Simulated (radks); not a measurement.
Pm IV, configuration [Kr] 4d10 4f4 5s2 5p4 5f2 (not the ground configuration). Calculated with a radial shooting solver on a logarithmic mesh with Libxc functionals: scalar-relativistic Kohn-Sham, r2SCAN, spin-polarised, spherical densities, finite nucleus; open shells are filled with parallel spins first (spin-orbit coupling, left out, can overturn this in heavy ions); meta-GGA in the generalised Kohn-Sham scheme; Fermi nuclear charge, rms radius 4.962 fm.

Local quantities along the radius. ELF = 1/(1 + alpha^2) is the electron localisation function; alpha = (tau - tau_W)/tau_unif compares the Pauli kinetic energy density with that of the uniform gas (summed over spins); 4 pi r^2 rho is in e/bohr; r v_xc is r times the local exchange-correlation potential of spin up (hartree bohr, multiplicative part alone). tau is taken from the large components.

r (bohr)	ELF	alpha	4 pi r^2 rho	r v_xc
0.002402	0.999	0.02820	13.72	-0.1960
0.003255	0.999	0.03253	21.30	-0.2405
0.004412	0.998	0.03996	31.86	-0.2953
0.005979	0.997	0.05319	45.34	-0.3606
0.008103	0.994	0.07844	60.36	-0.4351
0.01098	0.983	0.1315	73.65	-0.5175
0.015	0.936	0.2611	80.64	-0.6094
0.02033	0.751	0.5762	78.38	-0.6535
0.02756	0.419	1.178	72.03	-0.5724
0.03735	0.337	1.401	74.22	-0.7040
0.05062	0.569	0.8696	91.48	-0.8980
0.0686	0.745	0.5857	106.6	-1.058
0.09297	0.612	0.7966	96.51	-1.076
0.127	0.335	1.408	79.27	-0.9933
0.1721	0.560	0.8861	88.82	-1.336
0.2333	0.751	0.5751	87.15	-1.464
0.3162	0.399	1.227	49.77	-1.117
0.4285	0.311	1.488	36.71	-1.257
0.5807	0.735	0.5997	42.71	-1.671
0.7933	0.568	0.8726	26.37	-1.459
1.075	0.311	1.489	12.19	-1.287
1.457	0.565	0.8783	7.226	-1.313
1.975	0.393	1.242	2.993	-0.8931
2.676	0.041	4.835	0.9434	-0.7109
3.627	0.052	4.276	0.6407	-0.7113
4.955	0.038	5.015	0.3420	-0.6533
6.716	0.007	11.86	0.06922	-0.4515
9.102	0.000	69.49	0.003600	-0.1762

On this mesh the ELF has minima near r = 0.032, 0.13, 0.37, 1.1 bohr, which separate the shells, and maxima near 0.069 (0.74), 0.23 (0.75), 0.58 (0.74), 1.7 (0.59).
